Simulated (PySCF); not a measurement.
C5H14BN, singlet, geometry from GFN2-xTB, atoms displaced at random by about 0.03 Å a coordinate. Base run: PySCF with R2SCAN/STO-3G, gradient.

Here is a job for PySCF.
```python
from pyscf import gto, scf, dft

mol = gto.Mole()
mol.atom = '''
    B    -0.309380    0.643561    0.044389
    H    -1.210782    1.310958   -0.468329
    N     0.342162    1.127974    1.075591
    C     0.035941    2.478131    1.633534
    C     1.355528    0.448272    1.814519
    H    -0.275657    2.372795    2.667960
    H     0.955857    3.082509    1.585338
    H    -0.751310    2.985143    1.113227
    H     2.331075    1.052552    1.817969
    H     1.052412    0.402733    2.877833
    H     1.505821   -0.510001    1.386957
    C    -0.105653   -0.825738   -0.591387
    C    -0.898599   -1.224554   -1.802651
    C    -0.492747   -2.589969   -2.341215
    H    -0.230832   -1.540449    0.239079
    H     0.999253   -0.864961   -0.885588
    H    -1.893672   -1.140714   -1.487308
    H    -0.807296   -0.485588   -2.496715
    H     0.498963   -2.626140   -2.587216
    H    -1.154297   -2.868654   -3.118884
    H    -0.681879   -3.338893   -1.506673
'''
mol.basis = 'sto-3g'
mol.charge = 0
mol.spin = 0
mol.verbose = 3
mol.build()

mf = dft.RKS(mol)
mf.xc = 'r2scan'
mf.kernel()
g = mf.nuc_grad_method()
grad = g.kernel()
```

The coordinate followed is z of atom 11.

The base run was repeated with changes; each row names its change, and settings that it needs were set with it.

```tsv
change	dE/dx (Eh/bohr)	net force (Eh/bohr)
base	0.008312	0.001244
finite difference step (bohr) = 0.2; conv_tol = 1e-11	0.007605	-
density fitting = on; auxbasis_response = off	0.008321	0.000443
finite difference step (bohr) = 1e-3; conv_tol = 1e-11	0.008308	-
grid_response = on	0.008308	0.000000
finite difference step (bohr) = 0.05; conv_tol = 1e-11	0.008264	-
conv_tol = 1e-11	0.008312	0.001244
conv_tol = 1e-6	0.008313	0.001244
grids.level = 0; grid_response = on	0.009323	0.000000
conv_tol = 1e-4	0.008280	0.001250
density fitting = on	0.008314	0.001245
grids.level = 1; grid_response = on	0.008330	0.000000
```

The net force is zero for an exact gradient.
